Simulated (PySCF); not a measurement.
Mapped SMILES: `[CH3:1][O:2][C@@:3]12[CH:4]=[CH:5][C@@H:6]1[CH:7]=[C:8]2[F:9]`. Each H is labelled by its parent atom.

GIAO PBE0/pcSseg-1 shifts (PySCF 2.14, gas phase, non-relativistic, equivalent atoms averaged), each against references optimised in the same way as the molecule (TMS, H2O, CFCl3).

On the GFN2-xTB geometry: C8 179.4, C5 159.2, C4 150.0, C7 122.3, C3 97.2, C1 57.8, C6 48.1, O2 40.9, F9 -89.4, H(C4) 7.29, H(C5) 7.20, H(C7) 5.68, H(C1) 3.74, H(C6) 3.71 ppm.

Task: What changes on the PBE0-D3(BJ)/def2-SVP geometry?

Result: 
```json
{"atoms": "C8", "δ (ppm)": "174.5", "change": "-4.9"}
{"atoms": "C5", "δ (ppm)": "159.3", "change": "+0.1"}
{"atoms": "C4", "δ (ppm)": "148.9", "change": "-1.1"}
{"atoms": "C7", "δ (ppm)": "118.9", "change": "-3.4"}
{"atoms": "C3", "δ (ppm)": "91.3", "change": "-5.9"}
{"atoms": "C1", "δ (ppm)": "55.5", "change": "-2.3"}
{"atoms": "C6", "δ (ppm)": "47.7", "change": "-0.4"}
{"atoms": "O2", "δ (ppm)": "40.4", "change": "-0.5"}
{"atoms": "F9", "δ (ppm)": "-80.7", "change": "+8.7"}
{"atoms": "H(C4)", "δ (ppm)": "7.19", "change": "-0.10"}
{"atoms": "H(C5)", "δ (ppm)": "7.12", "change": "-0.08"}
{"atoms": "H(C7)", "δ (ppm)": "5.60", "change": "-0.08"}
{"atoms": "H(C1)", "δ (ppm)": "3.47", "change": "-0.27"}
{"atoms": "H(C6)", "δ (ppm)": "3.43", "change": "-0.28"}
```

Unscaled 19F shifts against computed CFCl3 carry errors that often reach 10 to 50 ppm.

Bonds between heavy atoms that differ most (equivalent bonds averaged): C8–F9 1.337 → 1.320 Å, C1–O2 1.415 → 1.402 Å, C4–C5 1.328 → 1.340 Å, C5–C6 1.515 → 1.525 Å, C7–C8 1.327 → 1.336 Å. Mean change of bonds to hydrogen: C–H +0.015 Å.
